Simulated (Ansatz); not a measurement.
Program: Ansatz 0.2.0.

A structure relaxed at PBE0-D4/def2-TZVP, charge 0, multiplicity 1:

```xyz
9

C    -0.9826   -0.4869   -0.8899
Zr    0.6391    0.5892    0.1654
O     0.8408   -0.2949    1.8412
F     2.1920    0.4480   -0.9345
F     0.0611    2.3984    0.3508
H    -1.9196   -0.4509   -0.3232
H    -0.7266   -1.5411   -1.0438
H    -1.1682   -0.0398   -1.8737
H     1.0639   -0.6220    2.7078
```

**Question.** Give its formula and SMILES.

**Answer.** CH4F2OZr, `[CH3][Zr]([OH])([F])[F]`.

**Question.** Point group (tolerance 0.08 Å, 0.16 Å for H)?

**Answer.** Cs.

**Question.** Summarise the bond lengths by kind.

**Answer.** 1 × C–Zr 2.214 Å; 3 × C–H 1.096 Å; 1 × O–Zr 1.905 Å; 2 × F–Zr 1.908 Å; 1 × H–O 0.953 Å.
